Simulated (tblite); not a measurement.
Species: C4H12OSi3.
SMILES with atom numbers: `[CH2:1]=[C:2]1[CH2:3][CH2:4][SiH2:5][O:6][SiH2:7][SiH2:8]1` (hydrogens: H9, H10 on C1; H11, H12 on C3; H13, H14 on C4; H15, H16 on Si5; H17, H18 on Si7; H19, H20 on Si8)

Cartesian coordinates in Å at the GFN2-xTB level; atoms count from 1:
```xyz
20
C4H12OSi3 angstrom
C     -1.426   -0.781    1.684
C     -0.929   -0.848    0.455
C     -1.587   -0.101   -0.672
C     -0.643    0.865   -1.400
Si     0.368    2.019   -0.269
O      1.692    1.222    0.227
Si     2.394   -0.247    0.382
Si     0.687   -1.786    0.122
H     -0.975   -1.310    2.508
H     -2.313   -0.212    1.922
H     -1.973   -0.830   -1.393
H     -2.441    0.461   -0.283
H      0.057    0.284   -2.008
H     -1.239    1.454   -2.099
H      0.882    3.163   -1.018
H     -0.368    2.400    0.935
H      3.026   -0.171    1.702
H      3.446   -0.265   -0.643
H      0.749   -2.914    1.065
H      0.586   -2.393   -1.220
```

Computed with GFN2-xTB (tblite): harmonic, unscaled wavenumbers at the GFN2-xTB geometry, gas phase. Errors from tens to a few hundred cm⁻¹ against measured bands are possible. Modes of hydrogen on silicon can be 10 to 20 % off. One conformer, not necessarily the lowest.

Harmonic wavenumbers (cm⁻¹): 53.8, 66.7, 84.2, 165.1, 177.1, 232.2, 266.8, 320.8, 358.5, 365.4, 449.3, 462.0, 464.9, 524.5, 560.1, 576.8, 599.6, 611.5, 618.2, 647.7, 676.8, 685.3, 723.9, 750.8, 771.5, 787.3, 813.1, 822.6, 905.6, 942.3, 954.9, 1035.8, 1066.9, 1113.0, 1182.0, 1228.8, 1300.7, 1329.3, 1427.9, 1478.7, 1489.7, 1669.7, 2139.9, 2177.1, 2185.1, 2219.5, 2262.3, 2282.1, 2918.6, 2947.4, 2956.5, 2980.8, 3057.2, 3098.2.

A = 1337, B = 1275, C = 822.9 MHz; mass 160.020 u (most abundant isotopes); point group C1, symmetry number 1.

Q: What is the zero-point energy?

A: ½Σν̃ = 30993 cm⁻¹ = 88.61 kcal/mol.

Q: What is S at 200 K and 1 bar for an ideal gas of classical rigid rotors and harmonic oscillators?

A: Translation 39.16, rotation 28.63, vibration 20.38: S = 88.2 cal/(mol K).

Q: And Cp and H(200 K) − H(0)?

A: Cp = 32.99 cal/(mol K), of which vibrations give 25.04 (their classical limit is 54 R = 107.3); H(200 K) − H(0) = 3.89 kcal/mol without the zero-point energy, 2.30 from vibrations.

Q: Which modes carry the vibrational entropy at 200 K?

A: 53.8 cm⁻¹: 3.89; 66.7 cm⁻¹: 3.47; 84.2 cm⁻¹: 3.01; 165.1 cm⁻¹: 1.76; 177.1 cm⁻¹: 1.64; 232.2 cm⁻¹: 1.18 cal/(mol K); the other 48 give 5.44 together.

Q: Blend soft modes into free rotors: weight 1/[1 + (100 cm⁻¹/ν̃)⁴] for the oscillator and the rest for a rotor with moment μB/(μ + B), μ = h/(8π²ν), B = 10⁻⁴⁴ kg m². What vibrational entropy results?

A: 18.97 cal/(mol K) in place of 20.38, which changes −T·S at 200 K by +0.28 kcal/mol.

Q: What must be added to the electronic energy to get the Gibbs energy at 200 K and 1 bar?

A: ZPE + [H(200 K) − H(0)] − T·S = 88.61 + 3.89 − 17.63 = 74.87 kcal/mol.

Hindered rotation and anharmonicity are outside this model. Other conformers, if any are populated, would add a mixing term that is left out. The structure is chiral; the term R ln 2 for an equal mix with its mirror image is left out.
